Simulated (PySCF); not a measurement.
C2H4Cl2Ge, SMILES C=[CH][GeH]([Cl])[Cl]. Atoms are numbered in the order given.

```xyz
9

Ge     0.1219    -0.3077    -0.3869
Cl     0.4363     1.8296    -0.4788
Cl     1.3111    -1.0949     1.2396
C     -1.7370    -0.6283    -0.0052
C     -2.6323     0.3591     0.1146
H      0.6818    -0.9161    -1.6741
H     -2.0405    -1.6754     0.1269
H     -3.6852     0.1515     0.3387
H     -2.3470     1.4110    -0.0024
```

Geometry: r2SCAN-D4/def2-SVP. The structure was generated by enumeration, and PubChem lists no compound with its InChIKey, so it may never have been made. One conformer was computed; it need not be the lowest.

Two levels are set side by side: PBE/pcSseg-1 (PySCF) and HF/pcSseg-1 (PySCF). GIAO shifts against GeH4 (⁷³Ge), HCl (³⁵Cl), TMS (¹H), TMS (¹³C) at the same level; non-relativistic, no solvent, atoms listed together averaged. Without spin–orbit terms, shifts of atoms bonded to Cl or Br come out too high at both levels. Differences are taken from unrounded values.

```tsv
quantity	HF
δ(⁷³Ge) of Ge1 (ppm)	321.7
δ(¹³C) of C4 (ppm)	135.8
δ(¹³C) of C5 (ppm)	152.8
δ(¹H) of H6 (ppm)	5.94
δ(¹H) of H7 (ppm)	6.42
δ(¹H) of H8, H9 (ppm)	7.07
```

**Question.** What does PBE give, and how far is it from HF? (Estimate from the structure and the level; the computed values follow.)

**Answer.** 
```json
[
 {"quantity": "δ(⁷³Ge) of Ge1 (ppm)", "PBE": "440.9", "PBE minus HF": "119.2"},
 {"quantity": "δ(¹³C) of C4 (ppm)", "PBE": "144.0", "PBE minus HF": "8.2"},
 {"quantity": "δ(¹³C) of C5 (ppm)", "PBE": "146.4", "PBE minus HF": "-6.5"},
 {"quantity": "δ(¹H) of H6 (ppm)", "PBE": "6.91", "PBE minus HF": "0.97"},
 {"quantity": "δ(¹H) of H7 (ppm)", "PBE": "6.74", "PBE minus HF": "0.32"},
 {"quantity": "δ(¹H) of H8, H9 (ppm)", "PBE": "6.89", "PBE minus HF": "-0.18"}
]
```

Rough cost on one machine, each run with all the roots and properties that it gave: HF against PBE within a factor of 2.
